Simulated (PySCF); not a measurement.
Compound: [ReO4]- (charge -1 and singlet state).
Cartesian coordinates in Å at the PBE0-D3(BJ)/def2-SVP level; atoms count from 1:
```
atom  x, y, z in Å
Re1    0.0143   -0.0221   -0.0124
O2     0.0288   -0.0404    1.7166
O3     1.6400   -0.0421   -0.6008
O4    -0.7818    1.4092   -0.5679
O5    -0.8264   -1.4151   -0.5976
```

Computed, not measured: PBE0-D3(BJ)/def2-SVP geometry optimisation, gas phase, def2 core potentials past Kr in PySCF.

(1) Which atoms are bound to Re1, and at what distances?

(2) What is the shape at Re1?

(3) What are the rotational constants (commonest isotopes, rigid rotor)?

## Answers

(1) 4 atoms: O3 1.729 Å, O5 1.729 Å, O2 1.729 Å, O4 1.729 Å.

(2) Tetrahedral: angles from 109.4° to 109.5°; τ4 = (360° − α − β)/141° = 1.00 with α and β the two widest (0 for a square, 1 for a tetrahedron).

(3) A = 3964, B = 3963, C = 3960 MHz: a spherical top.

Point group: Td (tolerance 0.08 Å). Charge -1, singlet. The geometry's basis has no diffuse functions, a weakness for an anion. Not checked by PBE0-D3(BJ)/def2-SVP frequencies.
